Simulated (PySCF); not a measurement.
## EPR parameters of [C2H10OSi4]+

Species: C2H10OSi4 (charge +1 and doublet state).
Z-matrix (Å and degrees, GFN2-xTB geometry), rows numbered from 1:
```
C 
C   1  1.3311
Si  2  1.8768  1  125.45
O   3  1.6122  2  113.21  1    -1.03
Si  3  2.4712  2  124.49  1   123.52
Si  5  2.4061  3   89.57  2   129.53
Si  6  2.4059  5   92.10  3    -3.73
H   1  1.0790  2  122.53  3    -0.23
H   1  1.0780  2  122.07  3   179.86
H   2  1.0828  1  117.76  3  -179.96
H   4  0.9552  3  130.37  2    -6.07
H   5  1.4672  3  108.55  2     8.03
H   5  1.4650  3  113.57  2  -107.04
H   6  1.4670  5  114.91  3   114.45
H   6  1.4670  5  115.74  3  -123.28
H   7  1.4669  3  108.50  2   -11.42
H   7  1.4649  3  113.36  2   103.25
```

The hyperfine couplings belong to this conformer and change with its torsions.

The species is `[CH2+][CH][Si]1(O)[SiH2][SiH2][SiH2]1` [radical] (charge +1).

Level of theory: UKS B3LYP, pcH-1 on C H O Si, non-relativistic, mean-field spin-orbit, GIAO (PySCF 2.14.0). One conformer (not necessarily the lowest) at the GFN2-xTB geometry, without solvent, vibrations or thermal averaging. The geometry wasn't refined by DFT: couplings that depend on bond lengths, twists or pyramidal angles can differ widely from those at the functional's own minimum, by a factor of two or more for some ions and for spin on atoms past the first row. Stability of the SCF solution: not tested.

```
g1, g2, g3                      : 2.00458, 2.00508, 2.00719
g_iso                           : 2.00562
Form of g                       : rhombic: the two nearest values differ by 19 % of g3 − g1
⟨S²⟩                            : 0.7556 (exact 0.7500)
HOMO–LUMO gap, α and β orbitals : 5.57, 2.39 eV
```

Hyperfine couplings atom by atom, in MHz; T1 to T3 are the principal values of the dipolar part; ρ(0) is the spin density at the nucleus:

| atom | isotope | a_iso | of which spin–orbit | T1 | T2 | T3 | Mulliken spin population | ρ(0) (bohr⁻³) |
| --- | --- | --- | --- | --- | --- | --- | --- | --- |
| C1 | 13C | 8.5 | -0.1 | -10.3 | -9.8 | 20.1 | 0.13 | 0.0076 |
| C2 | 13C | -11.8 | 0.1 | -1.6 | 0.2 | 1.4 | -0.04 | -0.0106 |
| Si3 | 29Si | 70.4 | -0.1 | -59.9 | 25.2 | 34.7 | 0.18 | -0.0794 |
| O4 | 17O | -9.2 | -0.2 | -39.9 | 19.7 | 20.3 | 0.11 | 0.0149 |
| Si5 | 29Si | -49.9 | 0.2 | -65.3 | 32.2 | 33.1 | 0.26 | 0.0564 |
| Si6 | 29Si | 12.8 | 0.2 | -13.8 | 6.0 | 7.9 | 0.05 | -0.0141 |
| Si7 | 29Si | -53.1 | 0.2 | -74.9 | 36.9 | 38.0 | 0.30 | 0.0599 |
| H8 | 1H | -8.1 | 0.0 | -3.1 | -1.2 | 4.3 | -0.01 | -0.0018 |
| H9 | 1H | -9.4 | 0.0 | -5.0 | -0.8 | 5.8 | -0.01 | -0.0021 |
| H10 | 1H | 1.3 | 0.0 | -1.6 | 0.0 | 1.6 | 0.00 | 0.0003 |
| H11 | 1H | -10.7 | 0.1 | -10.2 | -4.0 | 14.1 | 0.00 | -0.0024 |
| H12 | 1H | 28.0 | 0.0 | -4.2 | 0.3 | 3.9 | 0.01 | 0.0063 |
| H13 | 1H | 4.7 | 0.0 | -4.0 | -0.1 | 4.1 | 0.00 | 0.0011 |
| H14 | 1H | -4.8 | 0.0 | -1.7 | 0.0 | 1.7 | 0.00 | -0.0011 |
| H15 | 1H | -4.4 | 0.0 | -1.8 | 0.1 | 1.7 | 0.00 | -0.0010 |
| H16 | 1H | 26.1 | 0.0 | -4.7 | 0.3 | 4.4 | 0.01 | 0.0058 |
| H17 | 1H | 5.0 | 0.0 | -4.6 | 0.0 | 4.5 | 0.00 | 0.0011 |

The Mulliken spin populations are largest on Si7 (+0.30), Si5 (+0.26), Si3 (+0.18) and C1 (+0.13). Three atoms exceed +0.15.

The SMILES `[CH2+][CH][Si]1(O)[SiH2][SiH2][SiH2]1` draws the unpaired electron on C2, whose computed spin population is only -0.04.

Under fast tumbling the dipolar parts average out, and these isotropic splittings remain (the largest six): 2 × 1H (H12/H16, I = 1/2, 3 lines) with 0.96 mT, 1 × 1H (H11, I = 1/2, 2 lines) with 0.38 mT, 1 × 1H (H9, I = 1/2, 2 lines) with 0.34 mT, 1 × 1H (H8, I = 1/2, 2 lines) with 0.29 mT, 2 × 1H (H13/H17, I = 1/2, 3 lines) with 0.17 mT and 1 × 1H (H14, I = 1/2, 2 lines) with 0.17 mT.

Class means assume fast exchange of nuclei equivalent by connectivity; if that motion is slow, each nucleus keeps its own coupling. H8 and H9 aren't averaged: C1 is flat or nearly so (angle sum 360°), and its turn about the short C1–C2 bond (1.33 Å) is taken as slow.

The 17O coupling of O4 (-9.2 MHz) shows only in satellite lines or after enrichment, since that isotope makes up about 0.038 % of natural oxygen.

The 29Si coupling of Si3 (70.4 MHz) shows only in satellite lines or after enrichment, since that isotope makes up about 4.7 % of natural silicon.

Examples of negative spin density at the nucleus (bohr⁻³): Si3 (-0.0794), Si6 (-0.0141) and C2 (-0.0106).
